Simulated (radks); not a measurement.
The numbers below are computed, except where a source is named.
Q: Code: a radial shooting solver on a logarithmic mesh with Libxc functionals. Model: non-relativistic Kohn-Sham, LDA (Slater exchange, Perdew-Wang correlation), spin-polarised, spherical densities, point nucleus; open shells are filled with parallel spins first (spin-orbit coupling, left out, can overturn this in heavy ions). Response by self-consistent Sternheimer equations with the Hartree and adiabatic LDA kernel. Rank Br6+, As4+, Kr7+, Cu, Rb8+, Ge3+, Se5+, Zn+, Ga2+ (NIST ground configurations) by static dipole polarisability, largest first.

A: Cu 41.52, Zn+ 16.99, Ga2+ 9.440, Ge3+ 6.016, As4+ 4.154, Se5+ 3.026, Br6+ 2.292, Kr7+ 1.787, Rb8+ 1.426 bohr^3.
